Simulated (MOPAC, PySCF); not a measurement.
aluminium nitride flake of 4 rings (pyrene shape) `[NH]1[AlH][N]2[AlH][NH][Al]3[NH][AlH][NH][Al]4[NH][AlH][N]([AlH]1)[Al]2[N]34`, neutral singlet in the gas phase. 

Cartesian coordinates (Å):
```xyz
26

N     -0.0238     4.4278     0.0137
Al    -1.6071     3.5846    -0.0173
N     -1.5807     1.7823    -0.0100
Al    -3.1442     0.8830    -0.0503
N     -3.0715    -0.9058    -0.1004
Al    -1.5424    -1.8446    -0.0907
N     -1.4805    -3.6392    -0.1574
Al     0.0279    -4.6077    -0.1061
N      1.5235    -3.6253     0.0095
Al     1.5628    -1.8291     0.0543
N      3.0787    -0.8740     0.1522
Al     3.1310     0.9161     0.1642
N      1.5595     1.7991     0.0844
Al     1.5679     3.6019     0.0657
Al    -0.0053     0.8811     0.0244
N      0.0050    -0.9223    -0.0040
H     -0.0292     5.4471     0.0029
H     -2.9587     4.4034    -0.0488
H     -4.5362     1.6318    -0.0428
H     -3.9570    -1.4087    -0.1319
H     -2.3648    -4.1413    -0.2223
H      0.0387    -6.1881    -0.1646
H      2.4138    -4.1198     0.0460
H      3.9689    -1.3676     0.1967
H      4.5120     1.6803     0.2538
H      2.9116     4.4346     0.0815
```
Charge 0, multiplicity 1.

All levels are single points at this geometry (B3LYP-D3(BJ)/def2-SVP); Pople sets use spherical d functions. Orbital energies aren't observables, and empty levels follow the basis.

B3LYP-D3(BJ)/def2-SVP in PySCF gives dipole (D) = 1.62.

**Question.** Estimate the dipole (D) from each of these levels: CAM-B3LYP-D3(BJ)/def2-SVP in PySCF; PBE-D3(BJ)/def2-SVP in PySCF; B3LYP/6-31G* in PySCF; HF/6-31G* in PySCF; AM1 in MOPAC; PM3 in MOPAC; PM6 in MOPAC; PM7 in MOPAC.

**Answer.** 
```json
[
 {"level": "CAM-B3LYP-D3(BJ)/def2-SVP in PySCF", "dipole (D)": "1.59"},
 {"level": "PBE-D3(BJ)/def2-SVP in PySCF", "dipole (D)": "1.65"},
 {"level": "B3LYP/6-31G* in PySCF", "dipole (D)": "1.62"},
 {"level": "HF/6-31G* in PySCF", "dipole (D)": "1.50"},
 {"level": "AM1 in MOPAC", "dipole (D)": "1.29"},
 {"level": "PM3 in MOPAC", "dipole (D)": "2.02"},
 {"level": "PM6 in MOPAC", "dipole (D)": "1.18"},
 {"level": "PM7 in MOPAC", "dipole (D)": "3.18"}
]
```
